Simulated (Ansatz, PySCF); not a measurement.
Isomers of H2OSi: 1 is [SiH]O, 2 is O=[SiH2]; one conformer of each (the lowest of an xTB search), B3LYP-D3(BJ)/def2-TZVP minima.
Isomer 1 (charge 0, multiplicity 1):
```json
[
 {"atom": "O", "x (Å)": "-0.8993", "y (Å)": "0.3531", "z (Å)": "0.0152"},
 {"atom": "Si", "x (Å)": "0.6928", "y (Å)": "0.8192", "z (Å)": "0.0163"},
 {"atom": "H", "x (Å)": "-1.1219", "y (Å)": "-0.5832", "z (Å)": "-0.0075"},
 {"atom": "H", "x (Å)": "1.3283", "y (Å)": "-0.5891", "z (Å)": "-0.0241"}
]
```
Isomer 2 (charge 0, multiplicity 1):
| atom | x (Å) | y (Å) | z (Å) |
|---|---|---|---|
| O | 1.2747 | -0.4600 | 0.4308 |
| Si | 0.0284 | -0.0103 | -0.3129 |
| H | -1.0948 | -0.9078 | -0.6671 |
| H | -0.2083 | 1.3781 | -0.7702 |

No zero-point or thermal terms.

Frozen-core correlation. CBS(a, b) extrapolates the correlation energy as X⁻³ and adds the Hartree–Fock energy of set b.

Programs: Ansatz (Gaussian orbitals); PySCF for the dispersion terms. Each number belongs to the level named beside it.

PBE/def2-TZVPP gives 0.006 eV for the electronic energy of isomer 2 less that of isomer 1.

Q: Predict the shift from PBE, with its sign, for: PBE-D3(BJ)/def2-TZVPP, r2SCAN/def2-TZVPP, B3LYP/def2-TZVPP, wB97M-V/def2-TZVPP, B2PLYP/def2-TZVPP, MP2/CBS(cc-pV(T+d)Z, cc-pV(Q+d)Z), CCSD(T)/CBS(cc-pV(T+d)Z, cc-pV(Q+d)Z).

A: PBE-D3(BJ)/def2-TZVPP -0.001; r2SCAN/def2-TZVPP -0.092; B3LYP/def2-TZVPP 0.038; wB97M-V/def2-TZVPP 0.154; B2PLYP/def2-TZVPP -0.046; MP2/CBS(cc-pV(T+d)Z, cc-pV(Q+d)Z) -0.168; CCSD(T)/CBS(cc-pV(T+d)Z, cc-pV(Q+d)Z) 0.023 eV. 3 of 7 lie above PBE; the widest gap is to MP2/CBS(cc-pV(T+d)Z, cc-pV(Q+d)Z).

Ansatz is a program for electronic structure.
